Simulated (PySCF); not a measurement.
hexafluorodisilane (F6Si2), SMILES F[Si](F)([Si](F)(F)F)F.

Geometry: PBE0-D3(BJ)/def2-SVP. The values are those of a single conformer.

Vertical ionisation energy (IE) and electron affinity (EA) in eV. Rows of orbital energies are one-electron estimates. Where ΔSCF, EOM or ADC give a negative EA the extra electron is unbound and the value depends on the basis.

```json
[
 {"level": "−ε(HOMO), −ε(LUMO), r2SCAN/def2-TZVP (PySCF)", "IE": "[?]", "EA": "[?]"},
 {"level": "−ε(HOMO), −ε(LUMO), PBE/def2-TZVP (PySCF)", "IE": "9.00", "EA": "1.94"}
]
```

Task: Complete the blanks. (The exact figures need the calculation; the answer reports its results.)

Result: 
- −ε(HOMO), −ε(LUMO), r2SCAN/def2-TZVP (PySCF), IE: 9.39
- −ε(HOMO), −ε(LUMO), r2SCAN/def2-TZVP (PySCF), EA: 1.68
